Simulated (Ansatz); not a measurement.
AlB$_{2}$H$_{5}$O (`B[O][AlH][BH2]`), relaxed with RKS PBE0-D4/def2-TZVP in Ansatz 0.2.0 from a PBE-D4/def2-SVP geometry. The force threshold is 0.005 eV/Å; the program also tests the step.

The species carries charge 0 and has multiplicity 1.

Start:

```xyz
9

B    -0.611   -0.392   -2.144
O    -0.170    0.175   -1.009
Al    0.394    0.888    0.464
B     0.383   -0.346    2.194
H     0.182   -0.968   -2.879
H    -1.802   -0.327   -2.428
H     0.859    2.412    0.335
H     1.336   -1.037    2.515
H    -0.571   -0.407    2.952
```

Task: By how much does the energy fall, and how many steps does the optimiser take? (Estimate.)

Result: The calculation gave: 1.00 kcal/mol, in 5 steps.

Task: Which bonds change most? (Best estimate.)

Result: Computed: O2–Al3 from 1.731 to 1.693 Å; B4–H8 from 1.220 to 1.199 Å; B4–H9 from 1.220 to 1.199 Å; B1–H5 from 1.225 to 1.205 Å.

Task: Give the relaxed structure. (An estimate is asked.)

Result: Computed: 
```xyz
9

B    -0.605   -0.387   -2.122
O    -0.168    0.175   -0.997
Al    0.385    0.876    0.442
B     0.379   -0.344    2.176
H     0.173   -0.955   -2.846
H    -1.775   -0.325   -2.403
H     0.852    2.387    0.337
H     1.317   -1.022    2.493
H    -0.558   -0.405    2.921
```
